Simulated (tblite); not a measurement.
Compound: C6H14BNSi.
Numbering: `[CH:1]#[C:2][C@:3]([CH3:4])([NH:5][SiH3:6])[B:7]([CH3:8])[CH3:9]` (hydrogens: H10 on C1; H11, H12, H13 on C4; H14 on N5; H15, H16, H17 on Si6; H18, H19, H20 on C8; H21, H22, H23 on C9)

Computed with GFN2-xTB (tblite), gas phase: L-BFGS steps from a force-field or distance-geometry start until the largest atomic force falls under 0.01 eV/Å.

The end geometry, which sets the zero of energy:
```
atom  x, y, z in Å
C1     -1.4620   -1.5046   -2.1157
C2     -0.9799   -1.1043   -1.0951
C3     -0.4798   -0.5716    0.1691
C4     -0.5357   -1.7125    1.2052
N5     -1.3639    0.5088    0.6216
Si6    -1.3569    2.0824   -0.0595
B7      1.0177    0.0166    0.0509
C8      1.7467    0.4990    1.3568
C9      1.7307    0.0362   -1.3486
H10    -1.8568   -1.8674   -3.0181
H11    -0.2499   -1.3388    2.1843
H12     0.1405   -2.5146    0.9182
H13    -1.5458   -2.1176    1.2651
H14    -2.2678    0.1379    0.8850
H15    -1.6569    2.1690   -1.4988
H16    -0.0210    2.6439    0.1519
H17    -2.3867    2.7884    0.7034
H18     1.0657    0.7812    2.1559
H19     2.3674   -0.3135    1.7388
H20     2.4212    1.3335    1.1760
H21     2.7138    0.5007   -1.3479
H22     1.1123    0.5521   -2.0827
H23     1.8425   -0.9779   -1.7328
```

Question: These geometries come from the run, each turned onto the end geometry. Order them by energy, lowest first.
A.
```
atom  x, y, z in Å
C1     -1.4367   -1.6986   -2.0495
C2     -0.9685   -1.1824   -1.0759
C3     -0.4857   -0.5772    0.1639
C4     -0.5262   -1.6822    1.2430
N5     -1.3999    0.5009    0.5621
Si6    -1.3023    2.1225    0.0106
B7      1.0028    0.0272    0.0141
C8      1.7733    0.4569    1.3129
C9      1.6569    0.1098   -1.4116
H10    -1.8178   -2.1305   -2.9276
H11    -0.2657   -1.2667    2.2115
H12     0.1798   -2.4689    0.9873
H13    -1.5226   -2.1202    1.3017
H14    -2.3309    0.1306    0.7034
H15    -1.1735    2.3085   -1.4455
H16    -0.1405    2.7595    0.6385
H17    -2.5570    2.7177    0.4707
H18     1.1206    0.8790    2.0735
H19     2.2317   -0.4304    1.7520
H20     2.5749    1.1676    1.1253
H21     2.6935    0.4409   -1.4118
H22     1.0879    0.8070   -2.0283
H23     1.6015   -0.8441   -1.9373
```
B.
```
atom  x, y, z in Å
C1     -1.5747   -1.3705   -2.1662
C2     -1.0697   -1.0194   -1.1382
C3     -0.5078   -0.5409    0.1225
C4     -0.4532   -1.7433    1.0952
N5     -1.3955    0.4765    0.6858
Si6    -1.4096    2.1383    0.2639
B7      1.0088   -0.0349   -0.0336
C8      1.6585    0.8312    1.1040
C9      1.8626   -0.4621   -1.2842
H10    -1.9992   -1.6863   -3.0732
H11    -0.0647   -1.4235    2.0594
H12     0.1925   -2.5218    0.6958
H13    -1.4517   -2.1575    1.2357
H14    -2.2726    0.0688    0.9777
H15    -0.8483    2.3653   -1.0727
H16    -0.6179    2.9071    1.2380
H17    -2.8028    2.5876    0.3127
H18     1.0521    0.9079    2.0030
H19     2.6472    0.4700    1.3866
H20     1.8054    1.8461    0.7316
H21     2.9052   -0.6645   -1.0460
H22     1.8699    0.3694   -1.9910
H23     1.4609   -1.3166   -1.8237
```
C.
```
atom  x, y, z in Å
C1     -1.4412   -1.5584   -2.0926
C2     -0.9655   -1.1211   -1.0842
C3     -0.4806   -0.5672    0.1778
C4     -0.5485   -1.7024    1.2185
N5     -1.3764    0.5122    0.6085
Si6    -1.3495    2.0854   -0.0723
B7      1.0137    0.0332    0.0555
C8      1.7790    0.4577    1.3623
C9      1.6930    0.1071   -1.3609
H10    -1.8184   -1.9511   -2.9895
H11    -0.2751   -1.3275    2.2006
H12     0.1273   -2.5068    0.9367
H13    -1.5606   -2.1039    1.2656
H14    -2.2855    0.1398    0.8527
H15    -1.6108    2.1704   -1.5189
H16    -0.0138    2.6333    0.1749
H17    -2.3990    2.7942    0.6609
H18     1.1241    0.8218    2.1511
H19     2.2966   -0.4154    1.7660
H20     2.5455    1.2090    1.1826
H21     2.6538    0.6148   -1.3732
H22     1.0416    0.5999   -2.0827
H23     1.8456   -0.8982   -1.7563
```
D.
```
atom  x, y, z in Å
C1     -1.6166   -0.8089   -2.2682
C2     -1.0784   -0.6621   -1.2041
C3     -0.4738   -0.4851    0.1186
C4     -0.4203   -1.8788    0.8145
N5     -1.2966    0.4578    0.8968
Si6    -1.6347    2.0805    0.4193
B7      1.0776   -0.0214   -0.0194
C8      1.6164    1.2437    0.7478
C9      2.0474   -0.9760   -0.8304
H10    -2.0600   -0.9479   -3.2101
H11     0.5266   -1.9919    1.3389
H12    -0.4834   -2.6696    0.0666
H13    -1.2420   -2.0236    1.5173
H14    -2.0219   -0.0052    1.4260
H15    -0.9895    2.2743   -0.8821
H16    -1.0384    3.0007    1.4013
H17    -3.0856    2.3117    0.3056
H18     0.9744    1.5678    1.5621
H19     2.6151    1.0906    1.1481
H20     1.6914    2.0929    0.0702
H21     3.0354   -1.0216   -0.3743
H22     2.1874   -0.6081   -1.8469
H23     1.6649   -1.9928   -0.9146
```
E.
```
atom  x, y, z in Å
C1     -1.5225   -0.8863   -2.2420
C2     -1.0248   -0.7805   -1.1577
C3     -0.4641   -0.5151    0.1648
C4     -0.4821   -1.8266    0.9800
N5     -1.3076    0.4562    0.8694
Si6    -1.5624    2.0891    0.3969
B7      1.0739   -0.0764   -0.0078
C8      1.6900    1.1122    0.8097
C9      1.9642   -0.8854   -1.0270
H10    -1.9521   -1.0045   -3.1913
H11    -0.1158   -1.6363    1.9875
H12     0.1484   -2.5844    0.5195
H13    -1.5004   -2.2139    1.0430
H14    -2.1103   -0.0041    1.2778
H15    -0.8695    2.3573   -0.8655
H16    -1.0603    2.9572    1.4711
H17    -2.9960    2.3415    0.2144
H18     1.1861    1.2920    1.7558
H19     2.7574    1.0033    0.9938
H20     1.5684    2.0242    0.2239
H21     2.9865   -1.0278   -0.6802
H22     2.0342   -0.3097   -1.9514
H23     1.5545   -1.8553   -1.3018
```

Answer: C (0.003 eV), A (0.022 eV), B (0.052 eV), E (0.094 eV), D (0.268 eV).

In the order of the answer:

| step | E above end (eV) | largest force (eV/Å) | rms force component (eV/Å) | rms distance from end (Å) | rms bond change (Å) | bond most changed (Å) |
| --- | --- | --- | --- | --- | --- | --- |
| 230 | 0.003 | 0.03 | 0.012 | 0.071 | 0.001 | B7–C9 +0.002 |
| 188 | 0.022 | 0.07 | 0.022 | 0.221 | 0.001 | C3–C4 +0.003 |
| 143 | 0.052 | 0.04 | 0.012 | 0.581 | 0.003 | Si6–H16 +0.007 |
| 54 | 0.094 | 0.07 | 0.022 | 0.914 | 0.003 | Si6–H15 -0.008 |
| 12 | 0.268 | 0.40 | 0.097 | 1.059 | 0.007 | C3–C4 +0.016 |

The cost below is that of the whole relaxation. On an Intel Xeon at 2.50 GHz with one thread, no GPU, on a shared host, this took 14 s wall, 7.2 s CPU.
